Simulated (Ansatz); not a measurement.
C$_{2}$H$_{5}$NOSn (`C#C[O][SnH2][NH2]`), relaxed with RKS PBE0-D4/def2-TZVP in Ansatz 0.2.0 from a PBE-D4/def2-SVP geometry. The force threshold is 0.005 eV/Å; the program also tests the step.

Total charge 0; spin multiplicity 1. Sn takes the def2 core potential.

Start:

```xyz
10

C     2.813    0.081   -0.333
C     1.712    0.462   -0.724
O     0.558    0.862   -1.147
Sn   -1.119   -0.228   -0.565
N    -1.391    0.173    1.397
H     3.795   -0.216   -0.001
H    -2.303    0.525   -1.557
H    -0.635   -1.860   -0.809
H    -2.163    0.788    1.668
H    -1.267   -0.587    2.070
```

Question: By how much does the energy fall, and how many steps does the optimiser take? (An estimate is asked.)

Answer: The calculation gave: 18.23 kJ/mol, in 23 steps, 2 of them rejected.

Question: Which bonds change most? (Estimate.)

Answer: Ansatz gave: O3–Sn4 from 2.083 to 2.034 Å; Sn4–H8 from 1.720 to 1.694 Å; Sn4–H7 from 1.718 to 1.693 Å; Sn4–N5 from 2.021 to 1.998 Å.

Question: Give the relaxed structure. (An estimate is asked.)

Answer: Ansatz gave: 
```xyz
10

C     2.546    0.146   -0.045
C     1.544    0.429   -0.652
O     0.468    0.720   -1.282
Sn   -1.198   -0.275   -0.670
N    -1.384   -0.059    1.307
H     3.458   -0.075    0.451
H    -2.417    0.556   -1.500
H    -0.879   -1.896   -1.049
H    -1.533    0.893    1.612
H    -0.606   -0.441    1.829
```
